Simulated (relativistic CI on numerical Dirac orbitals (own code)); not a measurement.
# One change at a time: Hg⁷³⁺

Base calculation: Dirac-Coulomb-Breit CI, separate exchange-only KLI orbitals for each configuration, model QED (radiative potential, 1s self-energy scaled to tabulated hydrogen-like ionisation energies), unscaled Slater integrals.

CI space (outside the closed core 1s2): 2s2 2p3, 2s 2p4, 2p5, 2p4 3s, 2s2 2p2 3s, 2p4 3p, 2s2 2p2 3p, 2p4 3d, 2s2 2p2 3d, 2s 2p3 3s, 2s 2p3 3p, 2s 2p3 3d, 2s2 2p2 4s, 2s2 2p2 4p, 2s2 2p2 4d, 2s2 2p2 4f, 2s2 2p 3s2, 2s2 2p 3s 3p, 2s 2p3 4s, 2s2 2p2 5s, 2s2 2p 3s 3d, 2s 2p3 4p, 2s2 2p 3p2, 2s2 2p2 5p, 2s2 2p2 5d, 2s2 2p2 5f, 2s 2p3 4d, 2s2 2p2 5g, 2s 2p3 4f, 2s2 2p 3p 3d, 2s 2p2 3s2, 2s2 2p 3d2, 2s 2p2 3s 3p, 2s 2p2 3s 3d, 2s 2p2 3p2, 2s 2p2 3p 3d. Levels of other configurations are missing.

Variants: (1) valence Slater integrals scaled by 0.9. Shifts of the energy above 2s2 2p3 2P°_3/2, in eV, for the lowest level and the first level of each name with at least 55 % of one term (blank where a level changes its place among those of its configuration and J or its character, or is not in the variant):

```csv
Level,Base,Δ(1)
2s2 2p3 2P°_3/2,0.0,0.0
2s2 2p3 4S°_3/2,2004.7,+4.1
2s2 2p3 2D°_5/2,2027.9,+0.5
2s2 2p3 2P°_1/2,2088.4,-3.7
2s 2p4 4P_5/2,2399.3,+6.0
2s 2p4 2S_1/2,2518.9,-4.5
2s 2p4 4P_3/2,4435.8,+7.6
2s 2p4 2D_5/2,4478.9,+2.0
2s 2p4 2P_1/2,4555.2,-4.0
2s 2p4 2D_3/2,4562.2,-5.6
2p5 2P°_3/2,4998.1,-0.7
2p5 2P°_1/2,7036.9,+0.3
2s2 2p2 3s 4P_3/2,12316.5,+3.5
2s2 2p2 3s 2P_1/2,12328.1,+2.3
2s2 2p2 3s 2D_5/2,12336.3,+0.4
2s2 2p2 3s 2D_3/2,12344.2,-0.2
2s2 2p2 3p 2F°_7/2,13048.4,+1.1
2s2 2p2 3p 2D°_5/2,13081.3,-1.9
2s2 2p2 3d 4D_1/2,13153.5,+3.5
2s2 2p2 3d 2G_7/2,13163.9,+0.9
2s2 2p2 3d 2G_9/2,13308.7,+1.2
2s2 2p2 3d 2F_7/2,13337.2,-1.6
```

At this charge energies of transitions that change n are usually good to better than 1 %, and those within a shell (Δn = 0) to a few per cent.

Ionisation energy from the two ground configurations alone: base 19676.4 eV. The NIST ASD value (theoretical) is 19680 eV.

LS names give the leading component of a level, which can be under half, so a name can repeat, a term be missing and a line seem to break the LS rules.
